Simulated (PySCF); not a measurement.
C3H5ClOSi, SMILES C#CC[Si@@H](O)Cl.

Geometry optimised at PBE0-D3(BJ)/def2-SVP. The structure was generated by enumeration; whether it is a known compound was not checked. Other conformers were not sampled.

Calculation: PBE0-D3(BJ)/def2-SVP run with PySCF.

Frequencies are harmonic and unscaled.

### Question
List the normal modes with their intensities. (The exact figures need the calculation; the answer reports its results.)

### Answer

```json
[
 {"mode": "1", "ν (cm⁻¹)": "53", "IR (km/mol)": "0.2", "Raman (Å⁴/amu)": "4.6", "depolarisation": "0.75", "moving atoms (share of kinetic energy)": "C 44 %, Cl 24 %, H 17 %, O 10 %"},
 {"mode": "2", "ν (cm⁻¹)": "91", "IR (km/mol)": "0.6", "Raman (Å⁴/amu)": "3.0", "depolarisation": "0.73", "moving atoms (share of kinetic energy)": "C 52 %, H 18 %, O 14 %, Cl 12 %"},
 {"mode": "3", "ν (cm⁻¹)": "165", "IR (km/mol)": "55.2", "Raman (Å⁴/amu)": "1.5", "depolarisation": "0.74", "moving atoms (share of kinetic energy)": "H 73 %, O 9 %, Cl 9 %"},
 {"mode": "4", "ν (cm⁻¹)": "203", "IR (km/mol)": "3.3", "Raman (Å⁴/amu)": "5.1", "depolarisation": "0.75", "moving atoms (share of kinetic energy)": "C 37 %, H 22 %, Cl 19 %, Si 16 %"},
 {"mode": "5", "ν (cm⁻¹)": "268", "IR (km/mol)": "75.4", "Raman (Å⁴/amu)": "1.1", "depolarisation": "0.53", "moving atoms (share of kinetic energy)": "O 49 %, H 19 %, C 16 %, Si 12 %"},
 {"mode": "6", "ν (cm⁻¹)": "289", "IR (km/mol)": "31.0", "Raman (Å⁴/amu)": "3.2", "depolarisation": "0.63", "moving atoms (share of kinetic energy)": "Si 28 %, O 28 %, H 25 %, Cl 13 %"},
 {"mode": "7", "ν (cm⁻¹)": "350", "IR (km/mol)": "10.7", "Raman (Å⁴/amu)": "9.2", "depolarisation": "0.75", "moving atoms (share of kinetic energy)": "C 64 %, H 35 %"},
 {"mode": "8", "ν (cm⁻¹)": "444", "IR (km/mol)": "16.9", "Raman (Å⁴/amu)": "5.6", "depolarisation": "0.39", "moving atoms (share of kinetic energy)": "C 71 %, H 11 %, Si 11 %"},
 {"mode": "9", "ν (cm⁻¹)": "536", "IR (km/mol)": "75.8", "Raman (Å⁴/amu)": "6.9", "depolarisation": "0.20", "moving atoms (share of kinetic energy)": "Cl 42 %, Si 39 %, C 9 %"},
 {"mode": "10", "ν (cm⁻¹)": "675", "IR (km/mol)": "2.9", "Raman (Å⁴/amu)": "6.6", "depolarisation": "0.72", "moving atoms (share of kinetic energy)": "H 69 %, C 27 %"},
 {"mode": "11", "ν (cm⁻¹)": "679", "IR (km/mol)": "54.8", "Raman (Å⁴/amu)": "2.5", "depolarisation": "0.70", "moving atoms (share of kinetic energy)": "H 78 %, C 21 %"},
 {"mode": "12", "ν (cm⁻¹)": "707", "IR (km/mol)": "33.6", "Raman (Å⁴/amu)": "1.9", "depolarisation": "0.73", "moving atoms (share of kinetic energy)": "H 77 %, C 23 %"},
 {"mode": "13", "ν (cm⁻¹)": "718", "IR (km/mol)": "55.4", "Raman (Å⁴/amu)": "6.3", "depolarisation": "0.14", "moving atoms (share of kinetic energy)": "H 36 %, C 34 %, Si 24 %"},
 {"mode": "14", "ν (cm⁻¹)": "776", "IR (km/mol)": "113.8", "Raman (Å⁴/amu)": "2.6", "depolarisation": "0.33", "moving atoms (share of kinetic energy)": "H 67 %, O 13 %, C 10 %, Si 9 %"},
 {"mode": "15", "ν (cm⁻¹)": "856", "IR (km/mol)": "146.7", "Raman (Å⁴/amu)": "7.6", "depolarisation": "0.70", "moving atoms (share of kinetic energy)": "H 72 %, C 17 %, Si 9 %"},
 {"mode": "16", "ν (cm⁻¹)": "863", "IR (km/mol)": "217.0", "Raman (Å⁴/amu)": "9.2", "depolarisation": "0.60", "moving atoms (share of kinetic energy)": "H 86 %"},
 {"mode": "17", "ν (cm⁻¹)": "924", "IR (km/mol)": "97.7", "Raman (Å⁴/amu)": "7.2", "depolarisation": "0.26", "moving atoms (share of kinetic energy)": "O 46 %, Si 39 %, H 14 %"},
 {"mode": "18", "ν (cm⁻¹)": "991", "IR (km/mol)": "2.8", "Raman (Å⁴/amu)": "2.3", "depolarisation": "0.19", "moving atoms (share of kinetic energy)": "C 66 %, H 33 %"},
 {"mode": "19", "ν (cm⁻¹)": "1140", "IR (km/mol)": "7.0", "Raman (Å⁴/amu)": "2.4", "depolarisation": "0.75", "moving atoms (share of kinetic energy)": "H 88 %, C 11 %"},
 {"mode": "20", "ν (cm⁻¹)": "1186", "IR (km/mol)": "39.3", "Raman (Å⁴/amu)": "20.8", "depolarisation": "0.37", "moving atoms (share of kinetic energy)": "H 52 %, C 46 %"},
 {"mode": "21", "ν (cm⁻¹)": "1399", "IR (km/mol)": "8.8", "Raman (Å⁴/amu)": "13.2", "depolarisation": "0.61", "moving atoms (share of kinetic energy)": "H 89 %, C 11 %"},
 {"mode": "22", "ν (cm⁻¹)": "2245", "IR (km/mol)": "13.4", "Raman (Å⁴/amu)": "161.0", "depolarisation": "0.28", "moving atoms (share of kinetic energy)": "C 91 %, H 9 %"},
 {"mode": "23", "ν (cm⁻¹)": "2315", "IR (km/mol)": "86.2", "Raman (Å⁴/amu)": "123.7", "depolarisation": "0.17", "moving atoms (share of kinetic energy)": "H 96 %"},
 {"mode": "24", "ν (cm⁻¹)": "3054", "IR (km/mol)": "6.6", "Raman (Å⁴/amu)": "151.6", "depolarisation": "0.07", "moving atoms (share of kinetic energy)": "H 95 %"},
 {"mode": "25", "ν (cm⁻¹)": "3114", "IR (km/mol)": "0.1", "Raman (Å⁴/amu)": "87.4", "depolarisation": "0.75", "moving atoms (share of kinetic energy)": "H 91 %, C 9 %"},
 {"mode": "26", "ν (cm⁻¹)": "3492", "IR (km/mol)": "83.0", "Raman (Å⁴/amu)": "32.0", "depolarisation": "0.23", "moving atoms (share of kinetic energy)": "H 86 %, C 14 %"},
 {"mode": "27", "ν (cm⁻¹)": "3934", "IR (km/mol)": "130.6", "Raman (Å⁴/amu)": "85.5", "depolarisation": "0.28", "moving atoms (share of kinetic energy)": "H 94 %"}
]
```
